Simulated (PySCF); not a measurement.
Which determinant of MoBr lies lowest?

Unrestricted PBE0; Mo def2-TZVPPD with ECP28, Br def2-TZVPPD; scalar-relativistic core potentials (PySCF 2.14). Outer shells of the fragments: Mo 4d5 5s1; Br 3d10 4s2 4p5.

Followed along the bond (rough minima from three points):

| 2Ms+1 | unpaired | ⟨S²⟩ at the start | R at minimum (Å) | Te (eV) |
| --- | --- | --- | --- | --- |
| 6 | σ ↑, π ↑↑, δ ↑↑ | 8.77 | 2.44 | 0.00 |
| 4 | σ ↑, π ↑↓, δ ↑↑ | 4.76 | 2.42 | 1.34 |
| 6 | σ ↑↑, π ↑, δ ↑↑ | 8.79 | 2.49 | 1.47 |
| 4 | σ ↓, π ↑↑, δ ↑↑ | 4.76 | 2.42 | 1.59 |
| 2 | σ ↑, π ↓↓, δ ↑↑ | 2.76 | 2.41 | 1.94 |

Solutions found at the starting distance of 2.410 Å, counted from the lowest of them; the search is not exhaustive and high or unbound solutions are not listed, so other states can lie among these:

```
2Ms+1         unpaired   term  E (eV)  ⟨S²⟩  ⟨Lz²⟩  μ (D)
    6  σ ↑, π ↑↑, δ ↑↑    ⁶Σ⁺    0.00  8.77   0.00  -4.57
    4  σ ↑, π ↑↓, δ ↑↑  mixed    1.33  4.76   2.04  -4.42
    6  σ ↑↑, π ↑, δ ↑↑     ⁶Π    1.50  8.79   1.00  -0.77
    4  σ ↓, π ↑↑, δ ↑↑  mixed    1.59  4.76   0.00  -4.38
    4        π ↑, δ ↑↑  mixed    1.78  3.88   1.77  -3.82
    2  σ ↑, π ↓↓, δ ↑↑  mixed    1.94  2.76   0.00  -4.50
    4        π ↑↑, δ ↑     ⁴Δ    2.11  3.77   4.00  -4.04
    6  σ ↑↑, π ↑↑, δ ↑     ⁶Δ    2.22  8.75   4.00  -1.61
    4        π ↑, δ ↑↑  mixed    2.26  3.76   2.82  -4.61
    4        σ ↑, δ ↑↑  mixed    2.26  3.77   2.04  -3.99
    4    σ ↑, π ↑, δ ↑  mixed    2.38  3.76   5.10  -4.25
    2  σ ↓, π ↑↓, δ ↑↑  mixed    2.53  2.75   2.08  -3.91
    2        π ↓, δ ↑↑  mixed    2.59  1.88   2.26  -4.23
    4  σ ↑↑, π ↓, δ ↑↑  mixed    2.79  4.77   1.02  -0.62
```

A term symbol is given only where ⟨S²⟩ and ⟨Lz²⟩ are close to those of a pure state; real π, δ and φ orbitals otherwise mix terms. A positive dipole means Mo(−)Br(+).

Spin–orbit coupling is left out. The state is the lowest single determinant that the PBE0 search found; with open d or f shells the true ground state can be another one.
